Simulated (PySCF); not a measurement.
## Telling isomers of C6H11O2P apart by NMR

How the numbers were obtained: GFN2-xTB geometry, NMR shieldings at PBE0/pcSseg-1/GIAO, in PySCF 2.14 (equivalent nuclei averaged, no solvent, non-relativistic Hamiltonian, a single conformation).

Shifts are taken against calculated references (same method and geometry level): TMS for ¹H (σ = 31.72 ppm), ¹³C (σ = 186.93 ppm). Splittings of carbon signals by F and P are missing where no couplings were computed. Where no couplings were computed, multiplicities follow the n + 1 count of equivalent neighbours, and m marks all less simple cases (inequivalent or close neighbours, rings, F or P nearby). Shifts are as computed. Against solution values, carbons near 30 ppm lie about +3 ppm off and those near 130 ppm about +5 ppm. Of 1211 compounds with measured shifts, 218 miss one by over three times the rms of a fit or turn the order of signals round; such compounds aren't used in these exercises.

(1) Tabulate the signals of `COC=C=PCCOC`, `CC(=O)CP1(=O)CCC1` and their relative energies.

(2) What is the quickest way to tell COC=C=PCCOC from CC(=O)CP1(=O)CCC1?

Answers

(1) 
```tsv
SMILES	carbon types	δC	δH	E rel. (kcal/mol)
COC=C=PCCOC	1×C 1×CH 2×CH2 2×CH3	267.6, 147.3, 72.0, 60.8, 59.5, 38.4	7.33 (m, 1H), 3.66 (s, 3H), 3.61 (m, 2H), 3.59 (s, 3H), 2.43 (m, 2H)	78.9
CC(=O)CP1(=O)CCC1	1×C 4×CH2 1×CH3	207.7, 50.8, 41.2, 36.2, 9.3	2.78 (m, 2H), 2.75 (m, 2H), 2.62 (m, 2H), 2.52 (s, 3H), 1.87 (m, 1H), 1.30 (m, 1H)	0.0
```

Energies are electronic energies at PBE0/pcSseg-1 on these geometries, without zero-point or thermal terms, each for the one conformer computed, which needn't be the lowest.

(2) Count the carbon signals: 6 against 5. The first has an alkene carbon bearing oxygen (CH) at 147.3 ppm, the second a ketone carbonyl carbon (C) at 207.7 ppm. Their most deshielded carbons lie at 267.6 and 207.7 ppm. In the proton spectra the most deshielded non-exchanging signals are 7.33 (m, 1H) and 2.78 (m, 2H).
